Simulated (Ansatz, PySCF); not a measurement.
Species: CH$_{4}$FSi (charge 0, doublet). It need not be the lowest isomer of its formula. 
Coordinates optimised at B3LYP-D3(BJ)/def2-TZVP (Ansatz, a quantum-chemistry and plane-wave program):
SMILES: [SiH](C)F
```xyz
7

Si     0.3470     0.3981     0.1816
C     -1.5124     0.1856     0.1910
F      0.9978    -0.8257    -0.6500
H      0.9121     0.3228     1.5600
H     -1.7727    -0.7925     0.6061
H     -1.9732     0.9581     0.8101
H     -1.9294     0.2559    -0.8142
```
Charge 0, spin multiplicity 2.

Wanted: atomisation energy (electronic, to ground-state atoms), in kcal/mol. Correlated levels leave the core frozen unless marked. UHF or UKS for open shells. Spin-orbit coupling is left out. Non-relativistic unless marked X2C. The coupled-cluster limit lacks core correlation, which all-electron functionals hold. Basis-set limits of correlation are two-point, X^-3; Hartree-Fock from the larger set.

| level | program | atomisation energy (kcal/mol) |
|---|---|---|
| B97M-V/def2-TZVPD | Ansatz | [?] |
| MN15/def2-TZVPD | PySCF | 592.1 |
| CAM-B3LYP-D4/def2-TZVPD | Ansatz + dftd4 | 591.5 |
| B2PLYP-D4/def2-TZVPD | Ansatz + dftd4 | [?] |
| X2C-CCSD(T)/cc-pVTZ-DK | Ansatz | 569.8 |
| CCSD(T)/CBS(cc-pV(T+d)Z,cc-pV(Q+d)Z) | Ansatz | [?] |

Question: What belongs in the gaps?

Answer: 
- B97M-V/def2-TZVPD, atomisation energy (kcal/mol): 588.8
- B2PLYP-D4/def2-TZVPD, atomisation energy (kcal/mol): 582.8
- CCSD(T)/CBS(cc-pV(T+d)Z,cc-pV(Q+d)Z), atomisation energy (kcal/mol): 589.5
